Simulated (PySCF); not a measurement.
## SrBi: from constants to spectrum

PBE0 constants of SrBi, ⁴Σ⁻ (quartet), unpaired electrons σ ↑, π ↑↑ (PySCF, scalar-relativistic core potentials, basis sets Sr def2-SVPD with ECP28, Bi def2-SVPD with ECP60; masses 87.9056 and 208.9804 u):

| Quantity | Value |
| --- | --- |
| ωe | 110.1 cm⁻¹ |
| ωexe | 0.313 cm⁻¹ |
| Be | 0.024461 cm⁻¹ |
| αe | 8.29e-05 cm⁻¹ |
| De to Sr + Bi | 0.91 eV |

**Question.** What force constant and bond length do these constants imply?

**Answer.** Reduced mass μred = 61.877 u; k = 5.8918×10⁻⁷·μred·ωe² (u, cm⁻¹, mdyn/Å) = 0.442 mdyn/Å; Re = √(16.8576/(μred·Be)) (u, cm⁻¹, Å) = 3.337 Å.

**Question.** Estimate the centrifugal constant D from the Kratzer relation and find the Dunham coefficient a1.

**Answer.** D = 4Be³/ωe² = 4.83e-09 cm⁻¹; a1 = −1 − αeωe/(6Be²) = -3.54.

Spin–orbit coupling is left out, which matters for elements this heavy, above all for dissociation energies. The state was picked by a PBE0 search and need not be the measured ground state.
